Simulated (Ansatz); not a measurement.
`C[SiH2][GaH][Cl]` + H₂S → `[SH][GaH][Cl]` + `C[SiH3]` at 298.15 K and 1 bar (cleavage of the Ga–Si bond).

Program: Ansatz. Geometries: PBE0-D4/def2-TZVP. ΔE: electronic, gas phase. CCSD(T)/CBS is the MP2 limit (def2-TZVPP, def2-QZVPP) plus CCSD(T) − MP2 in def2-TZVPP, frozen cores. This one scheme is used for every species. For Ga outer-core shells are correlated without core-valence functions, which leaves a few kJ/mol of doubt a bond. Scalar relativity is left out up to krypton. Each species was taken in one conformer, which may not be the lowest.

| species | CCSD(T)/CBS energy (Eh) | H − E (kJ/mol) | S (J/(mol·K)) |
| --- | --- | --- | --- |
| `C[SiH2][GaH][Cl]` | -2714.51932 | 185.2 | 381.7 |
| H₂S | -398.97279 | 49.9 | 205.7 |
| `[SH][GaH][Cl]` | -2782.78263 | 62.2 | 314.5 |
| `C[SiH3]` | -330.73916 | 173.3 | 255.5 |

H − E and S are ideal-gas, rigid-rotor, harmonic terms from PBE0-D4/def2-TZVP, for one conformer and one mirror image of each species. 1 Eh = 2625.50 kJ/mol, R = 8.31446 J/(mol·K).

By hand: ΔE, ΔH, ΔS and ΔG.

ΔE = (-2782.78263) + (-330.73916) − (-2714.51932) − (-398.97279) = -0.02968 Eh = -77.9 kJ/mol. Δ(H − E) = 62.2 + 173.3 − 185.2 − 49.9 = 0.4, so ΔH = -77.5 kJ/mol. ΔS = 314.5 + 255.5 − 381.7 − 205.7 = -17.4 J/(mol·K). ΔG = -77.5 − 298.15 × (-17.4)/1000 = -72.3 kJ/mol.

By hand: the equilibrium constant, and the temperature at which ΔG would vanish if ΔH and ΔS stayed fixed.

log₁₀ K = −ΔG/(RT ln 10) = 12.7. ΔG = 0 at ΔH/ΔS = 4454 K, far beyond where these terms or the molecules hold.

ΔH outweighs TΔS. A doubt of 5 kJ/mol in ΔE shifts log₁₀ K by 0.9 here. Other conformers and mirror images would add mixing entropy, several J/(mol·K) or more a flexible species. Modes under 60 cm⁻¹, often nearly free rotors, make the harmonic entropy too high. These are equilibria of isolated gas molecules and say nothing of rates. Largest T1 diagnostic: 0.012 (customary marks: 0.02 for closed shells, 0.045 for open ones).
